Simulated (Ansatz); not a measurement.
This geometry of Cl2FHSi + H4OSi (11 atoms, charge 0, multiplicity 1) is a first-order saddle point.

Computed with RKS B3LYP/cc-pVDZ (Ansatz 0.2.0).

```xyz
11
Properties=species:S:1:pos:R:3
Si -0.230 0.902 -1.165
F 1.546 1.569 -0.743
Cl 0.489 -0.011 -2.892
Cl -2.167 -0.040 -1.014
H -0.678 2.305 -1.212
H 1.299 0.770 0.159
O 0.358 0.150 0.370
Si -0.096 -1.173 1.418
H -0.280 -2.394 0.594
H 1.079 -1.295 2.326
H -1.321 -0.784 2.160
```

(1) Which two structures does it join? (They come from a converged band through this point; their orientation in space is the band's.)

(2) How far does it lie above each of them?

Answers

(1) Bonds broken: Si1–F2, H6–O7. Bonds formed: Si1–O7, F2–H6. Cl2FHSi + H4OSi becomes Cl2H4OSi2 + FH.

Image 0:

```xyz
11
Properties=species:S:1:pos:R:3
Si -0.295 1.596 -2.068
F 0.770 1.494 -0.813
Cl -0.502 -0.283 -2.885
Cl -2.085 2.294 -1.334
H 0.275 2.537 -3.051
H 0.320 0.389 0.789
O -0.314 -0.243 1.161
Si 0.330 -1.627 1.883
H 1.221 -2.391 0.948
H 1.125 -1.302 3.113
H -0.845 -2.464 2.256
```

Image 8:

```xyz
11
Properties=species:S:1:pos:R:3
Si -0.595 0.684 -1.180
F 2.144 1.799 -0.146
Cl 0.281 -0.228 -2.822
Cl -2.608 0.140 -1.123
H -0.478 2.150 -1.268
H 1.589 1.144 0.235
O 0.133 0.129 0.225
Si -0.087 -1.197 1.299
H -0.235 -2.453 0.511
H 1.148 -1.223 2.131
H -1.293 -0.945 2.136
```

(2) 0.87 eV above the first and 0.69 eV above the second. This is the barrier of this one path; another mechanism may lie lower. The orbitals stay closed-shell, which can raise the energy where a bond breaks towards radicals; this wasn't checked here.

The run took 13 min on 4 threads of Arm Neoverse N1, with other jobs on the host, peak memory 0.39 GiB.
